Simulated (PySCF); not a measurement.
Structure problem from calculated spectra and properties.

Elements present: B, C, H and N. Monoisotopic mass: 95.1078 u.

- Valence photoelectron: vertical ionisation energy: 10.19 eV [ΔSCF wB97X-D/def2-SVPD]
- 13C NMR: chemical shifts (computed TMS as zero) by class: 57.5 (1 C), 35.2 (2 C), 16.0 (1 C) ppm [GIAO PBE0/pcSseg-1]
- UV, first state: lowest singlet excitation: 6.18 eV (201 nm, f = 0.001) [TDDFT wB97X-D/def2-SVPD]
- 1H NMR: chemical shifts (computed TMS as zero) by class: 5.64 (4 H), 4.08 (1 H), 2.45 (2 H), 1.71 (2 H), 1.67 (1 H), 1.66 (1 H) ppm [GIAO PBE0/pcSseg-1]
- NMR, other nuclei: isotropic shieldings of nuclei other than C and H, by class: 47 (2 B), 28 (1 N) ppm [GIAO PBE0/pcSseg-1]
- Triplet: lowest triplet excitation (Tamm–Dancoff): 5.48 eV [TDA wB97X-D/def2-SVPD]
- Rotational structure: rotational constants A, B, C: 5.208, 2.043, 1.565 GHz [PBE0-D3(BJ)/def2-SVP]

Electronic properties: PySCF, gas phase, density fitting. Levels stand in brackets. Isolated species at its PBE0-D3(BJ)/def2-SVP geometry (one conformer only). Each NMR value is the plain mean over a class of atoms that symmetry, rotation or inversion makes alike.

**Question.** Which formula fits the mass and the elements?

**Answer.** C4H11B2N (calculated 95.1078). No other formula that holds each of these elements comes within 0.0003 u with a fitting electron parity and a possible valence count.

**Question.** What is the compound? Reason from the data.

**Answer.** Numbering: `[BH2:1][N:2]([BH2:3])[CH:4]1[CH2:5][CH2:6][CH2:7]1`. 4 carbons fall into 3 classes; from least to most shielded: ring sp3 carbon bound to nitrogen [C4] (57.5 ppm), four-membered-ring carbon [C5/C7] (35.2 ppm, 2 C), four-membered-ring carbon [C6] (16.0 ppm). Hydrogen classes from least to most shielded: 4 H on 2 three-coordinate borons, B1/B3 (5.64 ppm), 1 H on an sp3 carbon bound to nitrogen, C4 (4.08 ppm), 2 H on 2 four-membered-ring carbons, C5/C7 (2.45 ppm), 2 H on 2 four-membered-ring carbons, C5/C7 (1.71 ppm), 1 H on a four-membered-ring carbon, C6 (1.67 ppm), 1 H on a four-membered-ring carbon, C6 (1.66 ppm). The other shieldings belong to: 47 ppm, three-coordinate boron [B1/B3]; 28 ppm, boron-bound nitrogen [N2]. The first electron is taken from the HOMO, whose largest Löwdin shares are 0.30 on the boron-bound nitrogen and 0.16 on the sp3 carbon bound to nitrogen. By its constants the optimised geometry is an asymmetric top. Structure: `BN(B)C1CCC1`. The assignments are read from this structure; whether some other isomer fits the data as well wasn't checked.

Shape of the structure used: `[BH2:1][N:2]([BH2:3])[CH:4]1[CH2:5][CH2:6][CH2:7]1`: B1–N2–C4–C5 40°.
